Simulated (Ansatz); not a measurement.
`C#CC(C)C` and `C[CH](C)[AlH][Cl]` differ in one atom or group.

Ansatz, PBE0-D4/def2-TZVP geometries, multiplicity 1. Each molecule was computed in one conformer, which needn't be the lowest.

```csv
property,`C#CC(C)C`
HOMO energy (B3LYP/def2-TZVPP) / eV,-7.43
HOMO–LUMO gap (PBE/def2-TZVPP) / eV,6.46
HOMO–LUMO gap (ωB97M-V/def2-TZVPP) / eV,12.42
zero-point energy (PBE0-D4/def2-TZVP) / kJ/mol,296.7
HOMO energy (ωB97M-V/def2-TZVPP) / eV,-9.94
HOMO energy (PBE0/def2-TZVPP) / eV,-7.65
```

**Question.** What does the change do to each property? (Estimate.)

**Answer.** Computed: 
| property | `C[CH](C)[AlH][Cl]` | shift |
| --- | --- | --- |
| HOMO energy (B3LYP/def2-TZVPP) / eV | -7.28 | 0.15 |
| HOMO–LUMO gap (PBE/def2-TZVPP) / eV | 4.27 | -2.19 |
| HOMO–LUMO gap (ωB97M-V/def2-TZVPP) / eV | 10.04 | -2.38 |
| zero-point energy (PBE0-D4/def2-TZVP) / kJ/mol | 265.1 | -31.6 |
| HOMO energy (ωB97M-V/def2-TZVPP) / eV | -9.65 | 0.29 |
| HOMO energy (PBE0/def2-TZVPP) / eV | -7.47 | 0.18 |

With PBE0 the HOMO rises by 0.18 eV and the LUMO falls by 2.13 eV, so the gap narrows by about 2.31 eV. PBE moves the HOMO by 0.19 eV and ωB97M-V by 0.29 eV.

B3LYP here is the variant with VWN-RPA as its local correlation; programs differ in this.
